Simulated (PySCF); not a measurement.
**Partial charges of `[H]/N=C/C(=C)[Si@@H](N)F`**

C3H7FN2Si.
SMILES with atom numbers: `[H]/[N:4]=[CH:3]/[C:2](=[CH2:1])[Si@@H:5]([NH2:6])[F:7]` (hydrogens: H8, H9 on C1; H10 on C3; H11 on N4; H12 on Si5; H13, H14 on N6)

Structure used (GFN2-xTB), in Å, numbered top down from 1:
```
atom  x, y, z in Å
C1    -0.5762   -1.2454    1.3751
C2    -0.0859   -0.5920    0.3225
C3     1.3147   -0.7829   -0.0574
N4     2.1813   -1.1186    0.7938
Si5   -1.1224    0.5627   -0.7503
N6    -0.4075    2.1193   -0.6848
F7    -0.9708    0.1496   -2.3042
H8    -1.6018   -1.1379    1.6872
H9     0.0465   -1.9141    1.9473
H10    1.5276   -0.5919   -1.1183
H11    3.1269   -1.2263    0.4330
H12   -2.5503    0.4146   -0.4976
H13   -0.2173    2.5526    0.2026
H14   -0.6655    2.8099   -1.3712
```

Density: PBE0/pcSseg-1 (PySCF); schemes: Mulliken, IAO, Hirshfeld and ESP-fitted. Isolated species at its GFN2-xTB geometry (one conformer only).

**Question.** Atoms with like bonding are taken together and averaged. Do the Mulliken, IAO, Hirshfeld and ESP-fitted schemes agree on where the charge is highest?

**Answer.** All schemes agree: Mulliken Si5 (+1.141); IAO Si5 (+1.302); Hirshfeld Si5 (+0.453); ESP-fitted Si5 (+0.889).

**Question.** Do the Mulliken, IAO, Hirshfeld and ESP-fitted schemes agree on where the charge is lowest?

**Answer.** All schemes agree: Mulliken N6 (-0.628); IAO N6 (-0.854); Hirshfeld N6 (-0.317); ESP-fitted N6 (-1.013).

**Question.** What partial charge does each atom carry?

**Answer.** In e; atoms taken as equivalent share a row and are averaged (×n: the atom named and its like, n in all):

```
   atom                      environment  Mulliken     IAO  Hirshfeld  ESP-fitted
     C1             terminal =CH2 carbon    -0.024  -0.239     -0.060      -0.251
     C2  fully substituted alkene carbon    -0.584  -0.328     -0.105      -0.270
     C3                     imine carbon    +0.115  +0.047     +0.045      +0.394
     N4                   imine nitrogen    -0.346  -0.439     -0.222      -0.668
    Si5           fluorine-bound silicon    +1.141  +1.302     +0.453      +0.889
     N6           silicon-bound nitrogen    -0.628  -0.854     -0.317      -1.013
     F7           silicon-bound fluorine    -0.432  -0.544     -0.212      -0.331
     H8                 vinylic hydrogen    +0.114  +0.150     +0.051      +0.146
     H9                 vinylic hydrogen    +0.131  +0.169     +0.049      +0.159
    H10         hydrogen on a C=N carbon    +0.098  +0.117     +0.044      +0.011
    H11                     N–H hydrogen    +0.171  +0.253     +0.114      +0.334
    H12                    Si–H hydrogen    -0.155  -0.178     -0.086      -0.175
H13/H14                     N–H hydrogen    +0.199  +0.272     +0.123      +0.387
```

Mean size of the charges over all atoms: ESP-fitted 0.387 e, IAO 0.369 e, Mulliken 0.310 e, Hirshfeld 0.143 e. Each set sums to the total charge, 0, to within 0.001 e. The Hirshfeld scheme weights the molecular density at each point by an atom's share of the summed free-atom densities. The Mulliken scheme counts on each atom the diagonal of the density matrix times the overlap matrix over that atom's basis functions.

**Question.** How closely do the schemes follow one another over all atoms?

**Answer.** Correlation coefficient and root-mean-square difference: IAO with Hirshfeld 0.99, 0.311 e; Mulliken with IAO 0.97, 0.130 e; Mulliken with Hirshfeld 0.96, 0.254 e; Hirshfeld with ESP-fitted 0.96, 0.304 e; IAO with ESP-fitted 0.93, 0.182 e; Mulliken with ESP-fitted 0.89, 0.217 e.

**Question.** How many electrons does the Mulliken scheme count on N6?

**Answer.** Z − q = 7 − (-0.628) = 7.628.

The run behind these numbers computed NMR shieldings as well. The run took 38 s wall on one thread, Arm Neoverse N1 (aarch64), no GPU, shared host, and the process peaked at 0.74 GiB of memory.
